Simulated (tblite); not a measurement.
Compound: CH₄F₄SSi₂.
Numbering: `[F:1][SiH2:2][S:3][Si@H:4]([F:5])[CH:6]([F:7])[F:8]` (hydrogens: H9, H10 on Si2; H11 on Si4; H12 on C6)

Computed geometry: GFN2-xTB, gas phase.

Q: What internal coordinates does the optimisation give?

A: 
```json
{"bond": "F1–Si2", "length (pm)": "160.5", "order": "single"}
{"bond": "Si2–S3", "length (pm)": "216.8", "order": "single"}
{"bond": "S3–Si4", "length (pm)": "211.9", "order": "single"}
{"bond": "Si4–F5", "length (pm)": "160.3", "order": "single"}
{"bond": "Si4–C6", "length (pm)": "193.4", "order": "single"}
{"bond": "C6–F7", "length (pm)": "136.6", "order": "single"}
{"bond": "C6–F8", "length (pm)": "135.9", "order": "single"}
{"bond": "Si2–H9", "length (pm)": "144.3", "order": "single"}
{"bond": "Si2–H10", "length (pm)": "144.5", "order": "single"}
{"bond": "Si4–H11", "length (pm)": "144.4", "order": "single"}
{"bond": "C6–H12", "length (pm)": "110.0", "order": "single"}
```

Orders are formal, as drawn. A selection of angles:
```json
{"angle": "F1–Si2–S3", "degrees": "106.3"}
{"angle": "Si2–S3–Si4", "degrees": "103.6"}
{"angle": "S3–Si4–F5", "degrees": "105.9"}
{"angle": "S3–Si4–C6", "degrees": "111.0"}
{"angle": "F5–Si4–C6", "degrees": "102.8"}
{"angle": "Si4–C6–F7", "degrees": "112.1"}
{"angle": "Si4–C6–F8", "degrees": "110.4"}
{"angle": "F7–C6–F8", "degrees": "105.7"}
```

Dihedral angles: F1–Si2–S3–Si4 38° (synclinal); Si2–S3–Si4–F5 176° (antiperiplanar); S3–Si4–C6–F7 -41° (synclinal).

Si2 (fluorine-bound silicon) is distorted tetrahedral (angles from 104.4° to 120.0°). Of the pairs four or more bonds apart, Si2···F7 is among the closest relative to their van der Waals radii: 3.31 Å, 93 % of the sum of Bondi's values. The S–Si distances run from 2.119 Å (S3–Si4, drawn single) to 2.168 Å (Si2–S3, drawn single), a spread of 0.049 Å. Si4 (fluorine-bound silicon) is distorted tetrahedral (angles from 102.8° to 117.2°).

Point group: C1 (no symmetry element, even within 0.4 Å). Its GFN2-xTB frequencies are all real (lowest 20 cm⁻¹). One conformer, not necessarily the lowest. 3 starts were optimised and ended at 0.00, 0.37 and 2.27 kcal/mol (GFN2-xTB); the lowest of these is shown.
